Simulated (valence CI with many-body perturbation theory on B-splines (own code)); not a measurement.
## Ce²⁵⁺: magnetic and hyperfine properties of the levels

Computed by configuration interaction combined with many-body perturbation theory (CI+MBPT): five valence electrons over a frozen Dirac-Fock core [Ar] 3d10, a basis of 9 s, 9 p, 8 d, 6 f, 3 g, 1 h functions for each j, with the one-electron correlation potential Σ1, the two-electron term Σ2, the three-electron term Σ3, Breit, model QED; selected CI, second order for the rest (own B-spline code, finite nucleus).

No measured levels were compared; by estimate levels hold to about 250 cm⁻¹ or 0.2 % of their energy and the worst to 1 %, as in measured heavy ions of charge 2 to 7; those with d or f electrons hold less well. Among the levels kept, up to 270 cm⁻¹ of a level comes from second order outside the variational space, and about a tenth of that is noise between levels of different J, which matters for small intervals.

A/g_I is the dipole constant over the nuclear g factor μ/I (μ in nuclear magnetons, uniformly magnetised nucleus), B/Q the quadrupole constant per barn. Both hold the static response of the core; the bare values leave it out. Large factors of s and p1/2 electrons are usually good to 5 to 10 %; those of open d and f shells near neutrality can be off by tens of per cent, and small factors of p3/2, d and f electrons come from cancelling terms and can be off by a factor of two or in sign, in half-filled shells by more. B is blank for J = 1/2, where it vanishes, and for nearly pure S terms. Energies count from the lowest level.

Levels are named by their leading jj configuration (3d3/2^4 stands for four electrons in 3d with j = 3/2), which in mixed levels can hold well under half, so a name can repeat and another be missing. Letters in brackets count levels of one name in rising energy.

```
                             Level  E (eV)      g  A/g_I (MHz)  A/g_I bare  B/Q (MHz/b)  B/Q bare
        (4s^2 4p1/2^2 4p3/2) J=3/2    0.00  1.445        17800       16800        31000     29600
        (4s^2 4p1/2 4p3/2^2) J=3/2   21.07  1.409        -1300       -1420        10800     10300
        (4s^2 4p1/2 4p3/2^2) J=5/2   24.70  1.198        42700       40800         -192      -176
        (4s^2 4p1/2 4p3/2^2) J=1/2   29.36  0.663       133000      128000                       
              (4s^2 4p3/2^3) J=3/2   50.86  1.275        21000       20000       -41700    -39800
        (4s 4p1/2^2 4p3/2^2) J=5/2   79.62  1.522        97500       93400        16700     15900
        (4s 4p1/2^2 4p3/2^2) J=3/2   88.55  1.253       -28800      -27500       -22700    -21700
        (4s 4p1/2^2 4p3/2^2) J=1/2   89.79  2.305       370000      354000                       
        (4s^2 4p1/2^2 4d3/2) J=3/2   99.93  0.909        26300       25400         2770      2690
      (4s 4p1/2 4p3/2^3) J=3/2 [a]  104.79  1.242        44000       42200       -26100    -24900
        (4s^2 4p1/2^2 4d5/2) J=5/2  107.20  1.183        14500       14100         2910      2830
          (4s 4p1/2 4p3/2^3) J=5/2  108.92  1.267       103000       98900       -44100    -42100
          (4s 4p1/2 4p3/2^3) J=1/2  113.80  1.255       -35800      -34200                       
      (4s 4p1/2 4p3/2^3) J=3/2 [b]  114.63  1.080        21900       21000        -5340     -5080
(4s^2 4p1/2 4p3/2 4d3/2) J=5/2 [a]  119.41  0.942        33100       31800       -10600    -10100
(4s^2 4p1/2 4p3/2 4d3/2) J=1/2 [a]  121.64  0.379        58000       56000                       
    (4s^2 4p1/2 4p3/2 4d3/2) J=7/2  122.17  1.104        29000       27900        19400     18600
(4s^2 4p1/2 4p3/2 4d3/2) J=3/2 [a]  123.81  1.053         7230        7080       -13400    -12800
(4s^2 4p1/2 4p3/2 4d5/2) J=7/2 [a]  124.11  1.309        -2720       -2500        41700     39900
    (4s^2 4p1/2 4p3/2 4d5/2) J=9/2  127.80  1.223        22500       21700        23400     22400
(4s^2 4p1/2 4p3/2 4d5/2) J=5/2 [a]  129.42  1.216        16700       16200       -11000    -10400
(4s^2 4p1/2 4p3/2 4d5/2) J=3/2 [a]  130.53  1.161        -5370       -5080         -329      -316
(4s^2 4p1/2 4p3/2 4d3/2) J=5/2 [b]  133.82  1.322        19200       18500        -2280     -2180
(4s^2 4p1/2 4p3/2 4d3/2) J=1/2 [b]  134.55  2.026        48400       46200                       
(4s^2 4p1/2 4p3/2 4d3/2) J=3/2 [b]  134.87  1.480        16900       16400       -10600    -10200
(4s^2 4p1/2 4p3/2 4d5/2) J=7/2 [b]  135.37  1.059        25500       24600        22300     21300
                (4s 4p3/2^4) J=1/2  138.04  1.358       258000      247000                       
(4s^2 4p1/2 4p3/2 4d5/2) J=3/2 [b]  139.45  0.858        34200       33100        12800     12200
(4s^2 4p1/2 4p3/2 4d5/2) J=5/2 [b]  140.24  1.120          226         306        25000     23900
    (4s^2 4p1/2 4p3/2 4d5/2) J=1/2  143.79  1.073        -6750       -6090                       
        (4s^2 4p3/2^2 4d5/2) J=7/2  149.85  1.251        10800       10400         8180      7830
        (4s^2 4p3/2^2 4d5/2) J=9/2  151.28  1.218        12000       11600        30600     29200
        (4s^2 4p3/2^2 4d3/2) J=1/2  152.37  1.080         8800        7910                       
    (4s^2 4p3/2^2 4d3/2) J=3/2 [a]  153.69  1.136        14700       14100       -15700    -15000
        (4s^2 4p3/2^2 4d3/2) J=5/2  154.41  1.209        21500       20700        -9190     -8780
        (4s^2 4p3/2^2 4d3/2) J=7/2  158.08  1.110        17100       16500         -446      -329
    (4s^2 4p3/2^2 4d5/2) J=5/2 [a]  160.44  1.205         5410        5400        48900     46800
    (4s^2 4p3/2^2 4d3/2) J=3/2 [b]  161.28  1.048        10300       10100         5800      5590
        (4s^2 4p3/2^2 4d5/2) J=1/2  163.84  1.846        99200       95700                       
        (4s^2 4p3/2^2 4d5/2) J=3/2  167.52  1.026         8670        8570         5800      5560
```
